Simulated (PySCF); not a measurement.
Isomers of C4H9FOSi2, mass 148.018 u with the commonest isotopes. Computed with wB97X-D/def2-SVPD in PySCF (dipole) on a GFN2-xTB geometry, gas phase. One conformer each, none proved a minimum here; rigid rotors.

Task: Order these by rotational constant C, largest first.
A. `[CH2:1]=[CH:2][Si@H:3]([F:4])[C:5](=[CH2:6])[O:7][SiH3:8]` with C1–C2–Si3–F4 165°, C2–Si3–C5–C6 117°, Si3–C5–O7–Si8 169°
B. `[CH3:1][C@H:2]1[O:3][C:4]([SiH3:5])=[C:6]1[SiH2:7][F:8]` with C4–C6–Si7–F8 -4°
C. `[F:1][Si@H:2]1[CH:3]=[C:4]([SiH3:5])[O:6][CH2:7][CH2:8]1` with F1–Si2–C3–C4 113°, C3–C4–O6–C7 -16°, C4–O6–C7–C8 57°, O6–C7–C8–Si2 -62°

Result: C (715.7 MHz), B (698.8 MHz), A (675.4 MHz).

Task: Order these by rotational constant B, smallest first.
A. `[CH2:1]=[CH:2][Si@H:3]([F:4])[C:5](=[CH2:6])[O:7][SiH3:8]` with C1–C2–Si3–F4 165°, C2–Si3–C5–C6 117°, Si3–C5–O7–Si8 169°
B. `[F:1][Si@H:2]1[CH:3]=[C:4]([SiH3:5])[O:6][CH2:7][CH2:8]1` with F1–Si2–C3–C4 113°, C3–C4–O6–C7 -16°, C4–O6–C7–C8 57°, O6–C7–C8–Si2 -62°
C. `[CH3:1][C@H:2]1[O:3][C:4]([SiH3:5])=[C:6]1[SiH2:7][F:8]` with C4–C6–Si7–F8 -4°

Result: B (856.6 MHz), A (908.5 MHz), C (1256 MHz).

Task: Order these by dipole moment, smallest first.
A. `[CH2:1]=[CH:2][Si@H:3]([F:4])[C:5](=[CH2:6])[O:7][SiH3:8]` with C1–C2–Si3–F4 165°, C2–Si3–C5–C6 117°, Si3–C5–O7–Si8 169°
B. `[F:1][Si@H:2]1[CH:3]=[C:4]([SiH3:5])[O:6][CH2:7][CH2:8]1` with F1–Si2–C3–C4 113°, C3–C4–O6–C7 -16°, C4–O6–C7–C8 57°, O6–C7–C8–Si2 -62°
C. `[CH3:1][C@H:2]1[O:3][C:4]([SiH3:5])=[C:6]1[SiH2:7][F:8]` with C4–C6–Si7–F8 -4°

Result: B (1.42 D), C (1.86 D), A (2.03 D).

| SMILES | point group | Ia (u·Å²) | Ib (u·Å²) | Ic (u·Å²) | κ | μa (D) | μb (D) | μc (D) |
| --- | --- | --- | --- | --- | --- | --- | --- | --- |
| F[Si@H]1C=C([SiH3])OCC1 | C1 | 184.31 | 590.01 | 706.15 | -0.86 | 0.56 | 0.95 | 0.90 |
| C=C[Si@H](F)C(=C)O[SiH3] | C1 | 247.17 | 556.30 | 748.27 | -0.66 | 1.67 | 1.13 | 0.26 |
| C[C@H]1OC([SiH3])=C1[SiH2]F | C1 | 362.74 | 402.43 | 723.20 | 0.60 | 0.40 | 1.82 | 0.04 |
